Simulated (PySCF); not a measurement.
CH5Si, SMILES [SiH3][CH2], multiplicity 2. The structure is a stationary point at PBE-D3(BJ)/def2-TZVP. The isomer is the one that the SMILES or the coordinates give; other isomers of the formula were not compared.

Computed equilibrium geometry at PBE-D3(BJ)/def2-TZVP (PySCF confirms it by a frequency run) as Cartesian coordinates in Å, and its point group:
point group Cs.
```xyz
7

C      1.2715     0.0034     0.0000
Si    -0.5737     0.0025     0.0000
H      1.8595    -0.0158    -0.9204
H      1.8595    -0.0158     0.9204
H     -1.1181    -1.3982     0.0000
H     -1.0990     0.6874    -1.2222
H     -1.0990     0.6874     1.2222
```
Charge 0, spin multiplicity 2.
